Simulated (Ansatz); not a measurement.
`BC[NH][GeH3]` + `BN` → `BNB` + `C[NH][GeH3]` at 700 K and 1 bar (ligand exchange at a B–C bond).

Isolated molecules relaxed with PBE0-D4/def2-TZVP in Ansatz; ΔE leaves out vibrations. CBS: MP2 limit from def2 TZ/QZ plus the TZ coupled-cluster correction, frozen cores. This one scheme is used for every species. For Ge outer-core shells are correlated without core-valence functions, which leaves a few kJ/mol of doubt a bond. Scalar relativity is left out up to krypton. Each species was taken in one conformer, which may not be the lowest.

| species | CCSD(T)/CBS energy (Eh) | H − E (kJ/mol) | S (J/(mol·K)) |
| --- | --- | --- | --- |
| `BC[NH][GeH3]` | -2198.43305 | 308.6 | 466.4 |
| `BN` | -81.93499 | 163.7 | 282.2 |
| `BNB` | -107.34560 | 208.9 | 334.7 |
| `C[NH][GeH3]` | -2173.06430 | 268.1 | 408.1 |

H − E and S are ideal-gas, rigid-rotor, harmonic terms from PBE0-D4/def2-TZVP, for one conformer and one mirror image of each species. 1 Eh = 2625.50 kJ/mol, R = 8.31446 J/(mol·K).

Problem. By hand: ΔE, ΔH, ΔS and ΔG.

Solution. ΔE = (-107.34560) + (-2173.06430) − (-2198.43305) − (-81.93499) = -0.04186 Eh = -109.9 kJ/mol. Δ(H − E) = 208.9 + 268.1 − 308.6 − 163.7 = 4.7, so ΔH = -105.2 kJ/mol. ΔS = 334.7 + 408.1 − 466.4 − 282.2 = -5.8 J/(mol·K). ΔG = -105.2 − 700 × (-5.8)/1000 = -101.1 kJ/mol.

Problem. By hand: the equilibrium constant, and the temperature at which ΔG would vanish if ΔH and ΔS stayed fixed.

Solution. log₁₀ K = −ΔG/(RT ln 10) = 7.5. ΔG = 0 at ΔH/ΔS = 18138 K, far beyond where these terms or the molecules hold.

The number of gas molecules stays the same, so ΔS is small and ΔH decides. A doubt of 5 kJ/mol in ΔE shifts log₁₀ K by 0.4 here. Other conformers and mirror images would add mixing entropy, several J/(mol·K) or more a flexible species. These are equilibria of isolated gas molecules and say nothing of rates. Largest T1 diagnostic: 0.012 (customary marks: 0.02 for closed shells, 0.045 for open ones).
